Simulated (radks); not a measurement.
Spherical quantum dot in the effective-mass picture: electrons in a well V = -V0 / (1 + exp((r - R)/a)) with V0 = 55.9, R = 1.41, a = 0.15, all in effective atomic units (hartree* = m*/eps^2 hartree, bohr* = eps/m* bohr), one dielectric constant everywhere. Calculated with a radial shooting solver with Libxc functionals: non-relativistic Kohn-Sham, exchange-only LDA, spin-polarised, spherical densities. Levels are named by radial order and angular momentum (1s, 1p, 1d, 2s, ...), and open shells are averaged over m.

N = 15, configuration 1s2 1p6 1d(up 5, down 2). This is the lowest configuration that the search found. Occupied and some empty levels:

level,occupation,eigenvalue (hartree*),<r> (bohr*)
1s up,1,-36.410,0.7207
1s down,1,-36.267,0.7178
1p up,3,-33.927,0.8313
1p down,3,-33.763,0.8305
1d up,5,-30.621,0.9089
1d down,2,-30.450,0.9090
2s up,0,-28.432,0.7146
2s down,0,-28.329,0.7157
1f up,0,-26.647,0.9707
1f down,0,-26.476,0.9712
2p up,0,-23.725,0.8151
2p down,0,-23.609,0.8152

Energy (hartree*): total -604.177, kinetic 83.640, external -792.75, Hartree 119.17, exchange-correlation -14.240.
